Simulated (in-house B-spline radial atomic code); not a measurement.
The numbers below are computed, except where a source is named.
# Se ion on P atom: potential, deflection and energy transfer

The pair potential comes from two frozen, spherical free-atom densities (PBE, B-spline radial code, scalar-relativistic past argon): electrostatics plus the change in Thomas-Fermi kinetic and Dirac exchange energy where they overlap, the recipe behind the universal ZBL potential, which averages such potentials (from solid-state densities) over many pairs. It is written V = (Z1 Z2 e²/r) φ(r/a), with e² = 14.3996 eV·Å and a = 0.46850 Å/(Z1^0.23 + Z2^0.23); ZBL's fit is φ = 0.18175 e^(−3.1998x) + 0.50986 e^(−0.94229x) + 0.28022 e^(−0.4029x) + 0.02817 e^(−0.20162x). Where φ falls below 4e-4 it is continued as an exponential.

Masses 78.97 and 30.97 u.

```csv
x = r/a,"φ, this pair","φ, ZBL"
0.1,0.8932,0.8928
0.5,0.6256,0.6096
1.5,0.3141,0.2995
3,0.1355,0.1292
5,0.05396,0.05224
8,0.01801,0.01705
12,0.00531,0.00474
17,0.001195,0.001212
```

(1) At x = 3 the electrostatic, kinetic and exchange parts are 715.26, 2345.25 and -147.95 eV. Find r, V and φ.

(2) The ion comes in at 22.9 keV with impact parameter 0.0569 Å. The scattering integral gives a centre-of-mass angle of 140.9° and a closest approach of 2.198 a. What are the reduced energy, the energy passed on and the laboratory angles?

## Answers

(1) a = 0.46850/(2.2503 + 1.8642) = 0.11386 Å, so r = 0.34159 Å. V = 715.26 + 2345.25 + (-147.95) = 2912.56 eV. The bare repulsion is 34 × 15 × 14.3996/0.34159 = 21499 eV, so φ = 0.1355, +4.8 % against ZBL's 0.1292. The kinetic (Pauli) term is 81 % of V here.

(2) ε = E a M2/(Z1 Z2 e² (M1 + M2)) = 22900 × 4.3677e-06 = 0.1. The most that one collision can pass on is γE with γ = 4 M1 M2/(M1 + M2)² = 0.8094. Here T = γE sin²(θ/2) = 0.8094 × 22900 × 0.8878 = 16450 eV. The ion turns by arctan(sin θ/(cos θ + M1/M2)) = 19.6°, and the struck atom leaves at (180° − θ)/2 = 19.6°. The closest approach is 0.250 Å. With ZBL the angle would be 139.86° and T = 16350 eV.
